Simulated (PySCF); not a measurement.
Molecule: `C#CC(=C)OCC`, C$_{6}$H$_{8}$O.

Geometry (Å), atoms numbered from 1 in this order:
```xyz
15

C    -2.403    2.460   -0.434
C    -1.817    1.435   -0.223
C    -1.104    0.226    0.023
C    -1.759   -0.895    0.333
O     0.241    0.392   -0.099
C     1.064   -0.732    0.121
C     2.508   -0.298   -0.071
H    -2.934    3.346   -0.616
H    -1.267   -1.830    0.526
H    -2.831   -0.885    0.396
H     0.912   -1.113    1.141
H     0.807   -1.530   -0.590
H     3.172   -1.142    0.091
H     2.755    0.493    0.633
H     2.651    0.081   -1.079
```

Frames of a GFN2-xTB Langevin trajectory at 400 K; GIAO PBE0/pcSseg-1 shieldings in PySCF 2.14, gas phase, non-relativistic; equivalent atoms averaged within each frame.

Referencing at the same level of theory: ¹³C (σ = 186.93 ppm) and ¹H (σ = 31.72 ppm) vs TMS; H2O for ¹⁷O (σ = 336.08 ppm). The references are static minima.

Problem. How do the shifts (ppm) fluctuate along the trajectory?

Solution. 
```tsv
time (fs)	C3	C4	C2	C1	C6	C7	O5	H11/H12	H10	H9
optimised geometry	152.4	98.1	85.0	83.3	65.4	17.2	149.4	3.68	4.89	4.42
250	155.8	101.6	87.5	85.6	70.7	15.0	142.8	4.51	4.49	4.08
425	152.1	108.7	87.1	88.1	61.8	18.9	148.2	4.05	6.10	4.47
625	156.1	102.3	86.8	82.1	65.2	12.1	161.9	3.47	5.91	4.85
800	158.9	108.0	87.1	83.8	69.2	18.3	151.0	3.33	5.38	5.19
1000	151.3	99.1	88.5	88.4	68.2	16.5	129.4	4.69	4.78	5.10
mean of frames	154.9	104.0	87.4	85.6	67.0	16.2	146.7	4.01	5.33	4.74
standard deviation	3.1	4.2	0.7	2.7	3.5	2.8	11.9	0.61	0.70	0.46
```

5 frames give an uncertainty of the mean of about the standard deviation over 2.2 at best, since frames this close in time may not be independent; classical motion lacks zero-point vibration, and the reference would need the same averaging.
